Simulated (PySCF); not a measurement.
# NMR data sheet: C$_{3}$H$_{12}$OSi$_{2}$

| Item | Value |
| --- | --- |
| Formula | C3H12OSi2 |
| SMILES | C[SiH2][C@@H](C)O[SiH3] |
| Point group of the computed structure | C1 |
| Degrees of unsaturation | 0 |
| Carbon signals | 3 |
| Proton signals | 6 |

Molfile (atoms numbered from 1):
```
C3H12OSi2
     RDKit          3D

 18 17  0  0  0  0  0  0  0  0999 V2000
   -2.3447   -1.2199    0.1949 C   0  0  0  0  0  0  0  0  0  0  0  0
   -1.5946    0.5170    0.0972 Si  0  0  0  0  0  4  0  0  0  0  0  0
    0.0999    0.3943   -0.7901 C   0  0  1  0  0  0  0  0  0  0  0  0
    0.7928    1.7327   -0.9875 C   0  0  0  0  0  0  0  0  0  0  0  0
    0.8528   -0.4617    0.0532 O   0  0  0  0  0  0  0  0  0  0  0  0
    2.3463   -1.0587   -0.0884 Si  0  0  0  0  0  4  0  0  0  0  0  0
   -3.2598   -1.2182    0.7791 H   0  0  0  0  0  0  0  0  0  0  0  0
   -1.6514   -1.9136    0.6621 H   0  0  0  0  0  0  0  0  0  0  0  0
   -2.5847   -1.6067   -0.7921 H   0  0  0  0  0  0  0  0  0  0  0  0
   -2.4655    1.4239   -0.6662 H   0  0  0  0  0  0  0  0  0  0  0  0
   -1.3525    1.0583    1.4374 H   0  0  0  0  0  0  0  0  0  0  0  0
    0.0089   -0.0927   -1.7709 H   0  0  0  0  0  0  0  0  0  0  0  0
    0.1690    2.3863   -1.5917 H   0  0  0  0  0  0  0  0  0  0  0  0
    1.7522    1.5982   -1.4856 H   0  0  0  0  0  0  0  0  0  0  0  0
    0.9681    2.2048   -0.0240 H   0  0  0  0  0  0  0  0  0  0  0  0
    2.3420   -1.9740    1.0427 H   0  0  0  0  0  0  0  0  0  0  0  0
    3.3814   -0.0258    0.0302 H   0  0  0  0  0  0  0  0  0  0  0  0
    2.5309   -1.7379   -1.3769 H   0  0  0  0  0  0  0  0  0  0  0  0
  1  2  1  0
  2  3  1  0
  3  4  1  0
  3  5  1  0
  5  6  1  0
  1  7  1  0
  1  8  1  0
  1  9  1  0
  2 10  1  0
  2 11  1  0
  3 12  1  6
  4 13  1  0
  4 14  1  0
  4 15  1  0
  6 16  1  0
  6 17  1  0
  6 18  1  0
M  END
```

Theory: shieldings: GIAO PBE0/pcSseg-1, GFN2-xTB geometry, in PySCF 2.14 (one computed conformer, relativity neglected, one averaged value for each set of equivalent atoms, isolated molecule).

Shifts are taken against calculated references (same method and geometry level): 1H, 13C, 29Si against TMS; 17O vs H2O.

```tsv
carbon	δC, type	δH (multiplicity)	HMBC from (2–3 bonds)	span of the C tensor (ppm)
C1	-8.5, CH3	0.26 (m)	H10, H11, H12	10
C3	66.0, CH	3.72 (m)	H16/H17/H18, H10, H11, H13/H14/H15, H7/H8/H9	74
C4	21.5, CH3	1.47 (d)	H10, H11, H12	33
```

Other nuclei:
```tsv
atoms	nucleus	environment	δ (ppm)	σ (ppm)
H16/H17/H18	1H	hydrogen on a silicon bonded to O	4.95	26.77
H10	1H	hydrogen on a silicon bonded to 2 C	4.08	27.63
H11	1H	hydrogen on a silicon bonded to 2 C	3.95	27.77
Si2	29Si	silicon bonded to 2 C, 2 H	-35.5	384.6
Si6	29Si	silicon bonded to O, 3 H	-42.7	391.9
O5	17O	oxygen bonded to C, Si	22.1	314.0
```

Carbon types of the structure: 1 × CH, 2 × CH3, leaving 5 H on heteroatoms. δC 66.0: sp3 CH bonded to O and Si; pulled downfield by the heteroatom. δC 21.5: methyl carbon; saturated and bonded to C and H only. δC -8.5: methyl carbon bonded to Si; an electropositive neighbour leaves it electron-rich and shielded. δH 3.72: hydrogen on an sp3 CH bonded to O and Si; its carbon carries O, which withdraws density. δH 0.26: hydrogen on a methyl carbon bonded to Si; an electropositive neighbour shields it, as in TMS itself.

Shifts are as computed. Against solution values, carbons near 30 ppm lie about +3 ppm off and those near 130 ppm about +5 ppm. Of 1211 compounds with measured shifts, 218 miss one by over three times the rms of a fit or turn the order of signals round; such compounds aren't used in these exercises. Experimental scales use liquid or dissolved standards, which lie at an offset from isolated H2O (liquid H2O: subtract about 36 ppm). No couplings were computed; multiplicities are counted from neighbouring protons, with m where these are inequivalent, close in shift, in a saturated or five-membered ring or joined by F or P, and br s for small geminal =CH2 splittings.
